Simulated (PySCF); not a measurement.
Correlation energy of Si⁺ (silicon, charge +1)

[Ne] 3s1 3p2, high-spin 4P determinant (an excited configuration). All numbers are calculated (PySCF 2.14, scalar relativity by spin-free X2C-1e, in x2c-QZVPPall with one added diffuse shell each of s, p, d, f type (10s7p5d3f1g, 86 functions)). Frozen: 1s2; 11 electrons correlated.

```json
{"level": "CCSD", "correlation energy (mhartree)": "-190.83"}
{"level": "(T)", "correlation energy (mhartree)": "-1.36"}
{"level": "CCSD(T)", "correlation energy (mhartree)": "-192.19"}
```

Diagnostics: T1 = 0.0035, D1 = 0.0117, largest double amplitude 0.035.

Cost of the coupled-cluster step: about 50 core-seconds, for 11 correlated electrons.

This basis was not built for core-valence correlation, so the inner-shell part is incomplete.
